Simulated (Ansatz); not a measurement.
A nudged elastic band was laid between two geometries of AlAsBrH$_{3}$S (7 atoms, charge 0, multiplicity 1).

These are results of Ansatz, RKS r2SCAN/def2-SVP, not measurements.

* movable images: 7
* climbing image: yes
* spring: 5.0 eV/Å²
* optimiser: quadratic models (default)
* start path: IDPP
* force threshold: 0.05 eV/Å
* iteration limit: 41
* end points: relaxed

Image 0:

```xyz
7
Properties=species:S:1:pos:R:3
S -1.380 1.691 -0.570
Al -0.286 -0.191 -0.365
As 2.045 -0.204 0.272
Br -1.355 -2.112 -0.918
H -2.501 1.098 -1.043
H 1.785 0.926 1.263
H 1.754 -1.277 1.315
```

Image 8:

```xyz
7
Properties=species:S:1:pos:R:3
S -1.151 1.679 -0.964
Al -0.455 -0.191 -0.069
As 1.290 -0.191 1.602
Br -1.517 -2.111 -0.635
H -2.147 1.085 -1.662
H 2.011 0.932 0.862
H 2.031 -1.272 0.820
```

**Question.** Which bonds break or form, and what moves?

**Answer.** No bond is made or broken. The height of As3 over the plane of its neighbours goes from 0.97 to -0.97 Å. The two ends are copies of one structure, up to a mirror image or an exchange of like atoms.

**Question.** Give the energies along the band, and the barrier.

**Answer.** It converged. The highest image is number 4 of 0 to 8, 80.0 kJ/mol above the ends, which have the same energy within 2 meV. A vibrational analysis at the climbing image gives one clearly imaginary mode, 515i cm⁻¹: a first-order saddle point.

```
image  path coordinate (Å)  energy (kJ/mol)  height of As3 over the plane of its neighbours (Å)
    0                 0.00              0.0                                                0.97
    1                 0.34              2.5                                                0.90
    2                 0.67             16.5                                                0.72
    3                 1.01             54.3                                                0.39
    4                 1.35             80.0                                                0.00
    5                 1.69             53.7                                               -0.39
    6                 2.03             15.9                                               -0.72
    7                 2.37              2.3                                               -0.90
    8                 2.71              0.0                                               -0.97
```

**Question.** What is the geometry of the highest image?

**Answer.** 
```xyz
7
Properties=species:S:1:pos:R:3
S -1.252 1.743 -1.043
Al -0.480 -0.182 -0.366
As 1.353 -0.208 1.006
Br -1.408 -2.150 -0.958
H -2.249 1.151 -1.739
H 2.074 0.994 1.500
H 2.023 -1.416 1.554
```

**Question.** What are the harmonic wavenumbers there?

**Answer.** 515i, 67, 79, 100, 172, 266, 281, 386, 483, 558, 653, 936, 2371, 2402, 2698 cm⁻¹.

The band took 4 iterations and roughly 7 core-minutes.

Run time: 3.3 min on 2 threads of Arm Neoverse V1, on a shared host, peak memory 0.2 GiB.
